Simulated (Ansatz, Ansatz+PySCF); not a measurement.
```yaml
atoms:
  - { symbol: C, position_ang: [0.0000, 0.0000, -1.1281] }
  - { symbol: O, position_ang: [0.0000, 0.0000, 0.8461] }
```

Basis set: STO-3G (spherical functions). Correlated methods keep 2 orbitals frozen. Charge 0, multiplicity 1.

Computed with Ansatz (development build ahead of 0.2.0); each method stands on the lowest determinant of its kind that the runs found. Restricted open shells among the atoms or ions are ROHF, correlated in semicanonical orbitals with singles. Restricted functionals stand beside restricted open-shell atoms, which can lie above the unrestricted atoms usual in DFT and then raise those values.

The atomization energy at this shape (free ground-state atoms in the same class of orbitals less the molecule, no zero-point energy) of singlet CO:

```
             method  atomization energy
PBE0 (unrestricted)        214.3 kJ/mol
  PBE0 (restricted)         50.5 kJ/mol
            UHF-MP2         50.2 kJ/mol
            RHF-MP2       -373.5 kJ/mol
        UHF-CCSD(T)        169.3 kJ/mol
        RHF-CCSD(T)       -403.9 kJ/mol
                RHF       -490.5 kJ/mol
```

(1) What does UHF give?

Answers

(1) 42.2 kJ/mol. Caution for PBE0 (unrestricted), UHF-MP2, UHF-CCSD(T), UHF: the unrestricted determinant is a mixture of spin states. Caution for PBE0 (restricted), RHF-MP2, RHF-CCSD(T), RHF: an unrestricted determinant lies well below. Caution for UHF-MP2, UHF-CCSD(T): a plain start can end on a higher determinant; large amplitudes, a single reference is doubtful. Caution for RHF-MP2, RHF-CCSD(T): bonds are stretched, where a single reference can fail. Caution for RHF-MP2, RHF-CCSD(T), RHF: the molecule lies well above its atoms at this level. Caution for RHF-MP2: the program doubts this total.

This basis has no polarisation functions and is too small for such energies, which can lie far from measured ones in either direction.
